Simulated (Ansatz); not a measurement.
Problem. Name a neutral molecule of C, F, Si and H with size of the dipole moment (ωB97M-V/def2-TZVPP) between 1.50 and 1.80 D and LUMO energy (B3LYP/def2-TZVPP) between -1.10 and -0.80 eV (Ansatz, PBE0-D4/def2-TZVP geometry).

Solution. `C=C1CC1(F)[SiH3]` (1.57 D, -0.94 eV); `C=C1C[SiH]1CF` (1.62 D, -0.86 eV); `CC(F)=C=C[SiH3]` (1.62 D, -1.00 eV); `FC[SiH2][SiH2]F` (1.73 D, -0.89 eV). Other molecules can fit too; these were computed, each in one conformer that needn't be the lowest.

B3LYP here is the variant with VWN-RPA as its local correlation; programs differ in this.
